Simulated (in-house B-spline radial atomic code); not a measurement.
Sm VII (Sm6+): [He] 2s2 (2p1/2)2 (2p3/2)3 3s2 3p6 3d10 4s2 4p6 4d10 4f3 5s2 5p6 (with a hole in an inner shell)

Method: Dirac-Hartree-Fock, average of the jj configuration, Fermi nucleus of rms radius 5.0819 fm. Calculated with a radial B-spline atomic code at the basis-set limit.

Screening seen three ways: the hydrogenic charge with the same mean radius, Z_r = [3n² - l(l+1)]/(2<r>), the one with the same energy, Z_e = n√(-2ε), and Slater's rules. Values are occupation-weighted means over j. An effective charge above Z reflects the relativistic contraction of the inner shells.

```json
{"shell": "1s", "electrons": "2", "ε (eV)": "-47457", "<r> (bohr)": "0.02273", "Z_r": "66.00", "Z_e": "59.06", "Slater": "61.70"}
{"shell": "2s", "electrons": "2", "ε (eV)": "-8052.6", "<r> (bohr)": "0.09598", "Z_r": "62.51", "Z_e": "48.66", "Slater": "58.20"}
{"shell": "2p", "electrons": "5", "ε (eV)": "-7296.5", "<r> (bohr)": "0.08452", "Z_r": "59.16", "Z_e": "46.32", "Slater": "58.20"}
{"shell": "3s", "electrons": "2", "ε (eV)": "-1918.4", "<r> (bohr)": "0.2509", "Z_r": "53.80", "Z_e": "35.62", "Slater": "51.60"}
{"shell": "3p", "electrons": "6", "ε (eV)": "-1652.7", "<r> (bohr)": "0.2483", "Z_r": "50.33", "Z_e": "33.06", "Slater": "51.60"}
{"shell": "3d", "electrons": "10", "ε (eV)": "-1285.4", "<r> (bohr)": "0.2261", "Z_r": "46.45", "Z_e": "29.16", "Slater": "41.85"}
{"shell": "4s", "electrons": "2", "ε (eV)": "-486.82", "<r> (bohr)": "0.5653", "Z_r": "42.46", "Z_e": "23.93", "Slater": "35.25"}
{"shell": "4p", "electrons": "6", "ε (eV)": "-393.93", "<r> (bohr)": "0.5933", "Z_r": "38.77", "Z_e": "21.52", "Slater": "35.25"}
{"shell": "4d", "electrons": "10", "ε (eV)": "-256.88", "<r> (bohr)": "0.6378", "Z_r": "32.93", "Z_e": "17.38", "Slater": "23.85"}
{"shell": "5s", "electrons": "2", "ε (eV)": "-136.34", "<r> (bohr)": "1.276", "Z_r": "29.39", "Z_e": "15.83", "Slater": "14.70"}
{"shell": "4f", "electrons": "3", "ε (eV)": "-113.84", "<r> (bohr)": "0.731", "Z_r": "24.62", "Z_e": "11.57", "Slater": "16.30"}
{"shell": "5p", "electrons": "6", "ε (eV)": "-106.63", "<r> (bohr)": "1.406", "Z_r": "25.96", "Z_e": "14.00", "Slater": "14.70"}
```

The least bound orbital is 5p3/2 at -104.7 eV, and it is also the most diffuse (<r> = 1.425 bohr). The part-filled 2p shell lies below the filled 5p shell in orbital energy.

For the 1s electron the small component carries 5.32 % of the norm, the zero-frequency Breit interaction raises the level by 133.7 eV, self-energy by 80.8 eV, and vacuum polarisation lowers it by 12.78 eV.
